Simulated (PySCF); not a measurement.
Nuclear quadrupole coupling in `O=C1CO[C@@H](CC[SiH3])[SiH2]1`

Species: C5H12O2Si2.
Cartesian coordinates in Å at the GFN2-xTB level; atoms count from 1:
```
atom  x, y, z in Å
O1    -3.4062   -1.9552   -0.2418
C2    -2.6758   -0.9990   -0.1842
C3    -2.4721   -0.1608    1.0661
O4    -1.8137    1.0384    0.7589
C5    -0.7419    0.8719   -0.1782
C6     0.5301    0.3195    0.4790
C7     1.7419    0.4811   -0.4282
Si8    3.3365   -0.2160    0.3416
Si9   -1.5039   -0.2612   -1.5249
H10   -1.8984   -0.7674    1.7861
H11   -3.4268    0.1028    1.5277
H12   -0.5380    1.8917   -0.5172
H13    0.6950    0.8566    1.4169
H14    0.3921   -0.7375    0.7235
H15    1.5423   -0.0142   -1.3810
H16    1.8729    1.5405   -0.6581
H17    3.6041    0.4750    1.6043
H18    4.4429   -0.0043   -0.5921
H19    3.1669   -1.6486    0.5948
H20   -2.2485    0.4847   -2.5331
H21   -0.6085   -1.2810   -2.0606
```

Field gradients from the PBE0/pcSseg-1 density (PySCF, non-relativistic), principal values in atomic units, ordered |Vxx| ≤ |Vyy| ≤ |Vzz|:

| atom | Vxx | Vyy | Vzz |
| --- | --- | --- | --- |
| O1 | 0.4374 | 1.6131 | -2.0504 |
| O4 | 0.0041 | 1.9729 | -1.9770 |

Question: Find the asymmetry η = (Vxx − Vyy)/Vzz and the couplings χ = eQV/h (234.96 MHz × Q in barn × V in au), with Q(17O) = −0.0256 b.

Answer: 
| atom | environment | nucleus | η | χzz (MHz) | χxx (MHz) | χyy (MHz) |
| --- | --- | --- | --- | --- | --- | --- |
| O1 | carbonyl oxygen | 17O | 0.57 | 12.33 | -2.63 | -9.70 |
| O4 | cyclic ether oxygen | 17O | 1.00 | 11.89 | -0.02 | -11.87 |

At O4 η is above 0.9: Vyy and Vzz are nearly equal in size and opposite in sign, so a small change could swap them and flip the sign of χzz. The tensor is traceless: Vxx + Vyy + Vzz = 0.

Question: What is Vzz at O1 in SI units (1 au = 9.71736 × 10²¹ V/m²)?

Answer: -2.0504 au = -19.925 × 10²¹ V/m².

Question: And the gradient at the other heavy atoms, for which no coupling is worked out here?

Answer: 
| atom | environment | Vzz (au) | η |
| --- | --- | --- | --- |
| C2 | carbonyl carbon | 0.574 | 0.12 |
| C3 | sp3 carbon bound to oxygen | 0.325 | 0.17 |
| C5 | sp3 carbon bound to oxygen | 0.405 | 0.33 |
| C6 | chain CH2 carbon | -0.067 | 0.89 |
| C7 | sp3 carbon bound to silicon | 0.071 | 0.99 |
| Si8 | SiH3 silicon | 0.086 | 0.15 |
| Si9 | SiH2 silicon | 0.186 | 0.34 |

Were the hydrogens deuterons (Q(2H) = 0.00286 b), χzz would run from 109 kHz (H19, H17 and H18) to 208 kHz (H16 and H15).

Isolated species at its GFN2-xTB geometry (one conformer only). GFN2-xTB bond lengths can be off by several hundredths of an ångström, more for odd bonds, and the gradients follow them. With so small a basis the couplings can be 20 % off.

The run behind these numbers computed NMR shieldings as well. On one thread of an Arm Neoverse N1, shared host with 64 logical CPUs at a one-minute load of 57, this took 1.9 min wall (with the writing of density and orbital grids) and 1.1 GiB of memory at its peak.
